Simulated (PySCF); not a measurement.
# TiBr⁺ at M06

Computed with M06; basis Ti def2-TZVPPD, Br def2-TZVPPD; no relativity; PySCF 2.14.

For TiBr⁺, the state is ³Δ (triplet), unpaired electrons σ ↑, δ ↑ and the bond length is 2.279 Å. The harmonic wavenumber is 381 cm⁻¹ and the force constant is 2.55 mdyn/Å. The rotational constant Be is 0.1088 cm⁻¹. The anharmonicity ωexe is 0.921 cm⁻¹ and the vibration–rotation constant αe is 0.000384 cm⁻¹. The bond order (Mayer) is 1.64. The dipole moment (positive dipole points towards Br; it is taken about the centre of mass and depends on that origin) is -9.04 D.

De is left out where the level can put another filling of the metal’s s and d shells below the measured ground configuration, by anything from nothing to about 1 eV. Spin–orbit coupling is left out. The state is the lowest single determinant that the PBE0 search found; with open d or f shells the true ground state can be another one.
